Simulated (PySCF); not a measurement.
CHO2, SMILES O=C[O-], charge -1.

The structure is a stationary point at r2SCAN-D4/def2-TZVPD.

Calculation: M06-2X/def2-TZVPD (PySCF).

Symmetry labels are those of the subgroup C2v that the program uses (full group C2v).

Computed valence orbital energies around the gap with their symmetry:
```csv
orbital,symmetry,energy (eV)
HOMO−7,B2,-23.10
HOMO−6,A1,-11.42
HOMO−5,A1,-8.60
HOMO−4,B2,-7.57
HOMO−3,B1,-7.12
HOMO−2,B2,-3.13
HOMO−1,A2,-3.12
HOMO,A1,-2.74
LUMO,A1,4.57
LUMO+1,B2,5.20
LUMO+2,A1,5.53
LUMO+3,B1,5.89
```
